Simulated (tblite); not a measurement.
**Question.** Write a Z-matrix for `CC1=C[C@@]2([NH2+])C[C@H]2C1` [radical] as optimised with GFN2-xTB. (Charge +1 and doublet state.)

**Answer.** 
Z-matrix in Å and degrees, rows numbered from 1:
```
C 
C   1  1.4693
C   2  1.3559  1  126.58
C   3  1.4500  2  113.10  1   178.73
N   4  1.3648  3  121.25  2   148.41
C   4  1.5572  3  116.63  2   -55.27
C   6  1.4624  4   63.93  3    89.05
C   2  1.5031  1  121.68  3  -177.80
H   1  1.0907  2  110.35  3  -126.57
H   1  1.0915  2  110.30  3   116.59
H   1  1.0860  2  111.59  3    -4.39
H   3  1.0760  2  124.98  1    -3.65
H   5  1.0068  4  121.17  3   168.16
H   5  1.0071  4  119.79  3     1.42
H   6  1.0804  4  115.34  7  -111.96
H   6  1.0802  4  114.57  7   111.80
H   7  1.0794  4  116.84  6  -111.74
H   8  1.0926  2  109.72  1    60.79
H   8  1.0922  2  111.50  1   -58.08
```

The 3-membered ring C4–C6–C7 has internal angles of 55.2° to 63.9°. The 5-membered ring C2–C3–C4–C7–C8 has internal angles of 104.1° to 113.1° (sum 540°, against 540° for a flat polygon); it is almost planar, 0.01 Å rms from its mean plane, widest ring torsion 3°. The C–C distances run from 1.356 Å (C2=C3, drawn double) to 1.601 Å (C4–C7, drawn single), a spread of 0.245 Å. C2 (carbon bonded to 3 C) is planar (angles 126.6°, 121.7° and 111.7°, sum 360.0°, 0.01 Å off the plane of its three neighbours).

Structure optimised with GFN2-xTB, isolated species. This method treats the open shell by occupation alone, without spin polarisation.

Point group: C1 (no symmetry element, even within 0.4 Å). Its GFN2-xTB frequencies are all real (lowest 86 cm⁻¹). Torsions: C3–C4–N5–H 168° and 1°.

One conformer stands for the species.

The numbers are calculated, not measured.
